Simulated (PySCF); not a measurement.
Radial density of Yb⁺ (ytterbium, charge +1)

LC-wPBE, [Xe] 4f14 6s1, 2S determinant. Calculation: PySCF 2.14, in ANO-RCC-VTZP; scalar relativity by spin-free X2C-1e.

| r (bohr) | 4πr²ρ (e/bohr) | 4πr²(ρα − ρβ) |
| --- | --- | --- |
| 0.0195 | 87.64 | -0.0003 |
| 0.0329 | 89.71 | 0.0001 |
| 0.0553 | 125.5 | 0.0055 |
| 0.0930 | 101.6 | -0.0005 |
| 0.156 | 112.7 | 0.0094 |
| 0.263 | 66.94 | -0.0034 |
| 0.443 | 65.31 | 0.0015 |
| 0.744 | 31.24 | 0.0315 |
| 1.25 | 12.10 | 0.0095 |
| 2.11 | 2.535 | 0.1671 |
| 3.54 | 0.4185 | 0.3497 |
| 5.96 | 0.05023 | 0.0499 |
| 10.0 | 0.0001155 | 0.0001 |

Densities and radii are taken from the X2C orbitals without a picture-change correction, which distorts them close to the nucleus.

Spin-orbit coupling, which splits the p, d and f shells strongly at this Z, is absent.

Question: Where is the radial spin density 4πr²(ρα − ρβ) most negative, and why is it negative at all?

Answer: Around r = 0.263 bohr, down to -0.0034 e/bohr: exchange with the open shell polarises the paired shells in an unrestricted calculation.
